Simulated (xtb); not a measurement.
H8NSi2, SMILES [SiH3][NH2+][SiH3], charge +1. All values are semi-empirical tight-binding results from xtb (GFN2-xTB unless named), good for trends rather than for accurate numbers. Geometry optimised at GFN2-xTB. The isomer is the one that the SMILES or the coordinates give; other isomers of the formula were not compared.

Optimised geometry:

Bond lengths (Å): Si1–N2 1.890, Si1–H4 1.457, Si1–H5 1.455, Si1–H6 1.455, N2–Si3 1.890, N2–H7 1.019, N2–H8 1.019, Si3–H9 1.455, Si3–H10 1.455, Si3–H11 1.457. Angles (°): N2–Si1–H4 101.7, N2–Si1–H5 101.4, N2–Si1–H6 101.4, H4–Si1–H5 116.0, H4–Si1–H6 116.0, H5–Si1–H6 116.4, Si1–N2–Si3 120.3, Si1–N2–H7 107.8, Si1–N2–H8 107.7, Si3–N2–H7 107.7, Si3–N2–H8 107.8, H7–N2–H8 104.5, N2–Si3–H9 101.4, N2–Si3–H10 101.4, N2–Si3–H11 101.7, H9–Si3–H10 116.4, H9–Si3–H11 116.0, H10–Si3–H11 116.0.
Charge +1, spin multiplicity 1.

```yaml
point_group_as_xtb_finds_it: C2v
orbital_gap: 5.45 eV
zero_point_energy: 47.2 kcal/mol
G − E(el) at 298.15 K (modified RRHO): 29.0 kcal/mol
static polarisability (D4 model): 66.3 bohr³
solvation energy, GFN2-xTB/ALPB(water): -45.4 kcal/mol
solvation energy, GFN2-xTB/ALPB(chcl3): -40.8 kcal/mol
```

Computed atomic charges and the Wiberg bond orders between heavy atoms:
charges (e) Si1 0.52, N2 -0.38, Si3 0.52, H4 -0.01, H5 -0.01, H6 -0.01, H7 0.20, H8 0.20, H9 -0.01, H10 -0.01, H11 -0.01. Bond orders Si1–N2 0.69, N2–Si3 0.69.
